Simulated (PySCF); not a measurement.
**C2H9FO2Si2: full NMR table**

- Formula: C2H9FO2Si2
- SMILES: CO[Si@@H](C)O[SiH2]F
- Point group of the computed structure: C1
- Degrees of unsaturation: 0
- Carbon signals: 2
- Proton signals: 5

Bonds (- single, = double, # triple, : aromatic): C1-O2, O2-Si3, Si3-C4, Si3-O5, O5-Si6, Si6-F7. C1 carries H8, H9, H10; Si3 carries H11; C4 carries H12, H13, H14; Si6 carries H15, H16. Stereochemistry as in CO[Si@@H](C)O[SiH2]F. H16 is pro-R; H15 is pro-S.

Computational details: shielding tensors at PBE0/pcSseg-1 (GIAO), structure optimised with GFN2-xTB, in PySCF (isolated molecule, one averaged value for each set of equivalent atoms, one computed conformer, no relativistic terms).

Chemical shifts δ = σref − σ; TMS for 1H (31.72 ppm), 13C (186.93 ppm), 29Si (349.16 ppm); CFCl3 for 19F (170.95 ppm); H2O for 17O (336.08 ppm), all at this level.

| carbon | δC, type | δH (multiplicity) | HMBC from (2–3 bonds) | span of the C tensor (ppm) |
| --- | --- | --- | --- | --- |
| C1 | 52.8, CH3 | 3.97 (s) | H11 | 76 |
| C4 | 0.8, CH3 | 0.18 (d) | H11 | 17 |

Other nuclei:
```csv
atoms,nucleus,environment,δ (ppm),σ (ppm)
H15,1H,"hydrogen on a silicon bonded to F, O",5.05,26.67
H11,1H,"hydrogen on a silicon bonded to C, 2 O",4.99,26.72
H16,1H,"hydrogen on a silicon bonded to F, O",4.95,26.76
F7,19F,fluorine bonded to Si,-164.2,335.1
Si3,29Si,"silicon bonded to C, 2 O, H",-25.7,374.9
Si6,29Si,"silicon bonded to F, O, 2 H",-34.2,383.3
O5,17O,oxygen bonded to 2 Si,97.8,238.2
O2,17O,"oxygen bonded to C, Si",36.8,299.3
```

- Carbon types of the structure: 2 × CH3, leaving 3 H on heteroatoms.
- δC 52.8: methyl carbon bonded to O; deshielded by the electronegative neighbour.
- δC 0.8: methyl carbon bonded to Si; an electropositive neighbour leaves it electron-rich and shielded.
- δH 5.05, 4.95: hydrogen on a silicon bonded to F, O.
- δH 3.97: hydrogen on a methyl carbon bonded to O; its carbon carries O, an electronegative neighbour.
- δH 0.18: hydrogen on a methyl carbon bonded to Si; an electropositive neighbour shields it, as in TMS itself.

Splittings by 19F in the carbon and heteronuclear signals aren't shown, as no couplings were computed. Shifts are as computed. Against solution values, carbons near 30 ppm lie about +3 ppm off and those near 130 ppm about +5 ppm. Of 1309 compounds with measured shifts, 239 miss one by over three times the rms of a fit or turn the order of signals round; such compounds aren't used in these exercises. Unscaled 19F shifts against computed CFCl3 carry errors that often reach 10 to 50 ppm. Experimental scales use liquid or dissolved standards, which lie at an offset from isolated H2O (liquid H2O: subtract about 36 ppm). No couplings were computed; multiplicities are counted from neighbouring protons, with m where these are inequivalent, close in shift, in a saturated or five-membered ring or joined by F or P, and br s for small geminal =CH2 splittings.
